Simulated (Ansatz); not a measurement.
`FC([SiH3])[SiH2]S`. Charge 0, multiplicity 1. The geometry is a stationary point of PBE0-D4/def2-TZVP. It is one conformer, not always the lowest.

```xyz
12

F     0.182    0.265   -1.742
C     0.043   -0.413   -0.514
Si   -1.799   -0.706   -0.177
Si    0.947    0.591    0.811
S     2.998    0.856    0.297
H     0.546   -1.384   -0.617
H    -2.498    0.594   -0.024
H    -1.909   -1.483    1.086
H    -2.405   -1.472   -1.296
H     0.250    1.892    0.974
H     0.936   -0.164    2.089
H     2.709    1.425   -0.887
```

What is the dipole moment at PBE/def2-TZVPP? (Best estimate.)

Computed: 1.01 D, with components (-0.72, -0.62, 0.36) D in this frame, pointing from negative to positive charge.

And with r2SCAN, B3LYP, ωB97M-V? (An estimate is asked.)

The calculation gave: r2SCAN 1.10 D, B3LYP 1.17 D, ωB97M-V 1.17 D.

Give the Mulliken charges with PBE, B3LYP, r2SCAN in def2-TZVPP. (Best estimate.)

The calculation gave: 
```csv
atom,PBE,B3LYP,r2SCAN
F1,-0.21,-0.26,-0.24
C2,0.05,0.03,0.03
Si3,0.16,0.23,0.25
Si4,0.24,0.32,0.34
S5,-0.25,-0.27,-0.27
H6,0.09,0.09,0.07
H7,-0.04,-0.05,-0.06
H8,-0.04,-0.06,-0.06
H9,-0.04,-0.05,-0.06
H10,-0.04,-0.05,-0.06
H11,-0.05,-0.06,-0.06
H12,0.13,0.12,0.12
```

B3LYP here is the variant with VWN-RPA as its local correlation; programs differ in this.
